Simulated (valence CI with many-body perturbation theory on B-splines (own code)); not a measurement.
**Questions on Pt XLVIII**

Computed by configuration interaction combined with many-body perturbation theory (CI+MBPT): three valence electrons over a frozen Dirac-Fock core [Ar] 3d10, radial functions for each j: 9 s, 9 p, 8 d, 6 f, 3 g, 1 h, with the one-electron correlation potential Σ1, the two-electron term Σ2, the three-electron term Σ3, Breit, model QED; selected CI, second order for the rest, scaled by the run's own slope (own B-spline code, finite nucleus).

No measured spectrum was set against this ion. As an estimate, large intervals hold to a few tenths of a per cent, small ones and those within an open d or f shell to about a per cent.

Levels are named by their leading jj configuration (3d3/2^4 stands for four electrons in 3d with j = 3/2), which in mixed levels can hold well under half, so a name can repeat and another be missing.

Rates and lifetimes use the calculated energies. Strong lines usually hold to 10 to 20 %, long lifetimes can be off by a factor of two.

What is the ground level?

(4s^2 4p1/2) J=1/2, composition 100 % 4s2 4p 2P°, g = 0.658.

What are the static dipole polarisabilities of the lowest levels?

(4s^2 4p1/2) J=1/2 0.0236 bohr³, of which the core gives 0.00160.

How well does LS coupling describe the low levels?

Among the lowest 20 levels the leading LS term, summed over configurations, holds 66 % on average. For single configurations the figures are 65 % in LS and 96 % in jj coupling. Terms mix most in the J = 3/2 level at 30.389 Ry, where the leading one holds 36 %.

Where does the other parity begin?

At (4s 4p1/2^2) J=1/2, 7.881 Ry.

Among levels below 40.845 Ry, which E1 lines absorb most strongly from the ground level?

to (4s^2 4d3/2) J=3/2 at 4.058 nm, f = 0.845; to (4s 4p1/2 4p3/2) J=3/2 at 5.066 nm, f = 0.423; to (4s 4p1/2 4p3/2) J=1/2 at 5.016 nm, f = 0.388.

What is the ionisation energy?

2604.1 eV; NIST lists 2603 ± 4 eV (theoretical).

Name the longest-lived excited levels whose lifetime is computed, and their main decay.

(4s 4p3/2 4d5/2) J=9/2 at 40.061 Ry lives 103 ns, mostly by M1 to (4s 4p1/2 4d5/2) J=7/2; (4s^2 4p3/2) J=3/2 at 9.562 Ry lives 80.2 ns, mostly by M1 to (4s^2 4p1/2) J=1/2.
